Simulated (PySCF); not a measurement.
## Correlation energy of Kr¹⁹⁺ (krypton, charge +19)

[Ne] 3s2 3p5, 2P determinant. Computed with PySCF 2.14 in an uncontracted even-tempered set (17 s from 1.7 bohr⁻², ratio 2.5; 11 p from 2.2 bohr⁻², ratio 2.5; 5 d from 12 bohr⁻², ratio 2.7; 4 f from 18 bohr⁻², ratio 2.7), with the non-relativistic Hamiltonian (point nucleus). Frozen: 1s2; 15 electrons correlated; the 18 highest virtual orbitals of each spin left out.

```tsv
level	correlation energy (mhartree)
CCSD	-584.97
(T)	-2.49
CCSD(T)	-587.46
```

Diagnostics: T1 = 0.0014, D1 = 0.0061, largest double amplitude 0.032.

Question: Is a single reference adequate?

Answer: Yes, within this model without spin-orbit coupling: T1 lies below 0.03 and no double amplitude reaches 0.07.

At this charge a non-relativistic calculation is a model, useful for the Z dependence of the correlation energy.
